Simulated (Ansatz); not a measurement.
Input file for Ansatz (a first-principles code): R-PBE/def2-TZVPPD on H2 (SMILES [H][H]) with ghost functions, monomers drawn apart or pushed together. Files ending in .json are basis or fitting sets from the Basis Set Exchange.

Ansatz 0.2 input:
```yaml
crystal:
  periodic: [false, false, false]
  atoms:
    - {symbol: H, position_ang: [-0.28843768, 0.29514015, 4.62917247]}
    - {symbol: H, position_ang: [0.43006976, 0.09821232, 4.63221835]}
basis:
  gaussian:
    orbitals: def2-TZVPPD.json
    ghost_atoms:
      - {symbol: Cl, position_ang: [-0.11795616, -0.58843122, -0.72128949]}
      - {symbol: H, position_ang: [-0.07378760, -0.40224195, 0.54698815]}
hamiltonian:
  xc: {name: PBE}
scf: {lower_state_search: off}
```

The head of its log:

```
WARN ansatz: RAYON_NUM_THREADS=2 ignored (pool sized by the plan → 2); use --threads N
Functional definition: PBE
these checks for a lower state are left out or cut short: stability, starts, cluster_reference, orbital_swaps, neighbouring_geometries, increment
integrals: 0.02 GiB planned
493 factors; their error is unknown
mean field: 0.17 GiB planned
mean field evaluation 1: about -31.4064 eV, gradient 9.4e0 eV
mean field evaluation 2: about -31.6947 eV, gradient 3.2e0 eV
```

Task: Give the final energy of this run.

Result: -1.1661 hartree.
